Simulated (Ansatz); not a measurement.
**FGeH5SiZn: where a starting geometry ends**

The starting geometry of this gas-phase singlet was optimised with GFN2-xTB; its bonds are those of `[F][Zn][GeH2][SiH3]`.

```xyz
9

F    -4.9762    3.3613    0.9879
Ge   -1.9465    1.0683    0.8379
Si   -0.1294    0.5399   -0.5572
Zn   -3.3176    2.9748    0.6775
H    -1.5019    0.9870    2.2844
H    -2.9434   -0.0747    0.8509
H    -0.6103    0.2552   -1.9104
H     0.8032    1.6681   -0.6049
H     0.5504   -0.6326   -0.0119
```

Task: Predict what becomes of its bonds when it is optimised with B3LYP-D3(BJ)/def2-SVP.

Result: It keeps its bonds, and is `[F][Zn][GeH2][SiH3]`.

The energy falls by 0.46 eV over 16 steps:

```json
{"step": "1", "E − E(last) (eV)": "0.462"}
{"step": "3", "E − E(last) (eV)": "0.133"}
{"step": "4", "E − E(last) (eV)": "0.058"}
{"step": "6", "E − E(last) (eV)": "0.017"}
{"step": "8", "E − E(last) (eV)": "0.002"}
{"step": "9", "E − E(last) (eV)": "0.000"}
{"step": "11", "E − E(last) (eV)": "0.000"}
{"step": "13", "E − E(last) (eV)": "0.000"}
{"step": "14", "E − E(last) (eV)": "0.000"}
{"step": "16", "E − E(last) (eV)": "0.000"}
```

Final geometry (Å):

```tsv
atom	x (Å)	y (Å)	z (Å)
F	-4.5108	3.9516	0.3816
Ge	-2.0034	0.7503	1.0987
Si	-0.2555	0.6481	-0.5347
Zn	-3.4536	2.5844	0.7010
H	-1.3789	0.8690	2.5088
H	-2.8067	-0.5713	1.0701
H	-0.8563	0.5076	-1.8936
H	0.5355	1.9130	-0.4923
H	0.6580	-0.5052	-0.2854
```

Frequencies at the end are all real (lowest 56 cm⁻¹). Run with Ansatz 0.2.0, 89 s on 2 threads of Intel(R) Xeon(R) Platinum 8259CL CPU @ 2.50GHz (Skylake/Cascade Lake), on a shared host.
